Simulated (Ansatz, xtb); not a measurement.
Spectroscopic constants of AsRu, multiplicity 4 (lowest of 2S+1 = 2, 4, 6, 8 at PBE0/def2-TZVPP; our sources give no spin for the ground state, which may be another). No spin–orbit coupling. As is treated without relativity.

The constants come from a fifth-degree fit in 1/R (seven points, main isotopes). Runs in def2 and cc sets follow the lowest solution found near the PBE0 minimum.

Programs: Ansatz (Gaussian orbitals); xtb for the GFN methods.  In def2 rows elements past Kr take small-core potentials, without spin–orbit coupling. The GFN methods have no spin term and hold the electronic entropy of 300 K.

| level | r_e (Å) | ω_e (cm⁻¹) | ω_e x_e (cm⁻¹) | dipole (D) |
|---|---|---|---|---|
| GFN1-xTB | 2.222 | (withheld) | 2.2 | - |
| GFN2-xTB | 2.194 | 374 | 2.5 | - |
| SVWN5/def2-TZVPP | (withheld) | (withheld) | 0.95 | 1.70 |

### Question
Fill in the missing entries.

### Answer

- SVWN5/def2-TZVPP, r_e (Å): 2.147
- SVWN5/def2-TZVPP, ω_e (cm⁻¹): 390
- GFN1-xTB, ω_e (cm⁻¹): 391

Ansatz is an electronic-structure program.
